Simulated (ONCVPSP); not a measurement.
# Ranking ONCV potentials for H (Z = 1)

All share these settings but for the change named:

```
Element                 : hydrogen
Generator               : ONCVPSP 4.0.1
Type                    : optimised norm-conserving Vanderbilt (ONCV)
Functional              : PBE
Relativity              : scalar-relativistic
Frozen core             : none
Valence charge          : 1
Reference configuration : 1s1
Partial waves           : 1s: rc 1.25 bohr, ncon 4, nbas 8, qcut 6.8 1/bohr, 2 projectors, debl 1 Ha; p scattering state at 0.41 Ha: rc 1.10 bohr, ncon 4, nbas 8, qcut 5.9 1/bohr, local
Local potential         : the p channel
Core correction         : none
```

Cutoff: the first of the cutoffs (Ha) at which the residual kinetic energy of the hardest occupied pseudo-wave falls to 1 and 0.1 mHa per electron; the density cutoff is not measured.

The base gives 14 Ha.

Of 9 variants that were run, those that failed, showed a ghost or another fault, or gave nearly equal values are left out.

A variant can come out equal or close to the base.

Rank these variants from softest to hardest (loose cutoff).
A. all radii scaled by about 0.85 (s 1.06, p 0.94 bohr)
B. all radii scaled by about 1.33 (s 1.66, p 1.46 bohr)
C. all radii scaled by about 1.15 (s 1.44, p 1.26 bohr)

B (11 Ha), C (13 Ha), A (16 Ha).
